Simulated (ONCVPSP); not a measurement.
## Varying the ONCV potential for Mn (Z = 25)

Base potential:

| Property | Result |
| --- | --- |
| Element | manganese (Mn) |
| Generator | ONCVPSP 4.0.1 |
| Type | optimised norm-conserving Vanderbilt (ONCV) |
| Functional | LDA (Perdew-Wang 92) |
| Relativity | scalar-relativistic |
| Frozen core | [Ar] |
| Valence charge | 7 |
| Reference configuration | 3d6 4s1 |
| Partial waves | 4s: rc 2.15 bohr, ncon 3, nbas 8, qcut 3.1 1/bohr, 2 projectors, debl 2.7 Ha; p scattering state at 0.35 Ha: rc 2.15 bohr, ncon 4, nbas 7, qcut 3.1 1/bohr, 2 projectors, debl 1.4 Ha; 3d: rc 1.45 bohr, ncon 4, nbas 8, qcut 9.9 1/bohr, 2 projectors, debl 1.5 Ha; f scattering state at 0.43 Ha: rc 1.90 bohr, ncon 5, nbas 9, qcut 6.7 1/bohr, 2 projectors, debl 3.2 Ha |
| Local potential | polynomial inside 1.05 bohr (lpopt 4, dvloc0 4 Ha) |
| Core correction | polynomial model core, fcfact 0.75 |

Cutoffs, loose and tight: the cutoffs (Ha) at which the residual kinetic energy of the hardest occupied pseudo-wave falls to 1 and 0.1 mHa per electron. They do not see the model core or the augmentation charge, which bear on the density cutoff. Test errors are all-electron minus pseudo excitation energies from the reference, over the configurations 3d5 4s2; 3d5 4s1; 3d5 4s0; 3d5 4s1.5. A dash means not determined; rows that change the core or the reference have their own tests.

```csv
change,outcome,"cutoff, loose","cutoff, tight",bound ghosts,GHOST(+) flags above zero,largest test error (meV)
base,generated,41 Ha,47 Ha,none,"s, p",-110
s: debl 0.25,generated,41 Ha,47 Ha,none,"s, p",-106
s: qcut 4.5,"failed: ERROR pspot: first pseudo wave function has node, program will stop",–,–,–,–,–
f: nproj 3,generated,41 Ha,47 Ha,none,"s, p",-110
d: qcut 6.6,generated,110 Ha,140 Ha,none,"s, p",-83
"core correction polynomial model core, fcfact 1.26",generated,41 Ha,47 Ha,none,"s, p",-112
```
